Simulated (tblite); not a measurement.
Run record: tight-binding relaxation, `O(/C=C\[C@H](C)[SiH2]C)C=C`.

Computed with GFN2-xTB geometry optimisation, gas phase (tblite 0.8.0). Start geometry: from a force field or distance geometry. The command runs a driver script over a list of jobs; the input below is this job's line of settings and its coordinates in Å.

Command:
```bash
OMP_NUM_THREADS=1 python probes_run.py task.json out
```

Input:
```
{"job": {"kind": "relax", "xc": "GFN2-xTB", "basis": "xTB"}, "charge": 0, "multiplicity": 1}
C      3.894900     0.318200     0.480000
C      3.345700    -0.839700     0.151400
O      1.977000    -1.061000     0.127900
C      1.309000    -0.318900    -0.890100
C      0.065900     0.073600    -0.752900
C     -0.786900    -0.187300     0.427600
C     -0.782000    -1.622700     0.872100
Si    -2.530700     0.196300    -0.151400
C     -2.742800     2.024900    -0.349200
H      4.967300     0.404900     0.490800
H      3.302600     1.197100     0.736900
H      4.018600    -1.659600    -0.077900
H      1.847500    -0.086900    -1.778700
H     -0.340200     0.637900    -1.611500
H     -0.572900     0.471500     1.284700
H     -0.655900    -1.727300     1.972400
H     -1.785000    -2.053700     0.640100
H     -0.028900    -2.260000     0.377100
H     -3.514500    -0.313500     0.818700
H     -2.720500    -0.482500    -1.434300
H     -3.801700     2.365100    -0.269500
H     -2.266900     2.428600    -1.279100
H     -2.204400     2.522100     0.497800
```

Output:
```
step      E/eV     max force
  0    -757.07783    1.986
  1    -757.28782    0.848
  2    -757.35182    0.760
  3    -757.40182    0.582
  4    -757.44244    0.422
  5    -757.46475    0.337
  6    -757.47811    0.241
  7    -757.49167    0.240
  8    -757.50625    0.312
  9    -757.52282    0.430
... (222 lines left out)
232    -758.07657    0.016
233    -758.07663    0.017
234    -758.07668    0.014
235    -758.07673    0.015
236    -758.07677    0.018
237    -758.07681    0.016
238    -758.07685    0.013
239    -758.07688    0.015
240    -758.07691    0.013
241    -758.07694    0.009
```

«max force» is the largest atomic force in eV/Å.

From which step on does the largest force stay under 0.1 eV/Å, and how much energy is left to gain from there?

From step 202 (0.078 eV/Å), 4.5 meV above the end.

Main results: energy lowered by 23.0 kcal/mol over 241 steps; largest atomic force 0.009 eV/Å at the end.

Give the final coordinates.

1.461 Å rms from the input after alignment:
```
atom  x, y, z in Å
C1     3.8637    0.5420   -0.0496
C2     2.7819    0.9536    0.5947
O3     1.4893    0.6210    0.3762
C4     1.1424   -0.0217   -0.7854
C5     0.0283   -0.7389   -0.8752
C6    -0.9249   -0.9690    0.2458
C7    -1.4494   -2.4023    0.2297
Si8   -2.3587    0.3043    0.1400
C9    -1.6535    2.0581    0.2528
H10    4.8313    0.9015    0.2436
H11    3.8339   -0.1576   -0.8658
H12    2.8431    1.6348    1.4344
H13    1.8041    0.1330   -1.6286
H14   -0.2268   -1.1716   -1.8306
H15   -0.3887   -0.8007    1.1844
H16   -2.1412   -2.5648    1.0529
H17   -1.9739   -2.6091   -0.7007
H18   -0.6310   -3.1152    0.3244
H19   -3.2887    0.0454    1.2490
H20   -3.0697    0.1217   -1.1338
H21   -2.4460    2.7993    0.2686
H22   -1.0120    2.2767   -0.5957
H23   -1.0586    2.1864    1.1519
```

The run took 2.0 s wall on one thread of an Arm Neoverse V2, on a shared host.
Labels such as C1 count atoms from 1, the log's own numbers from 0.
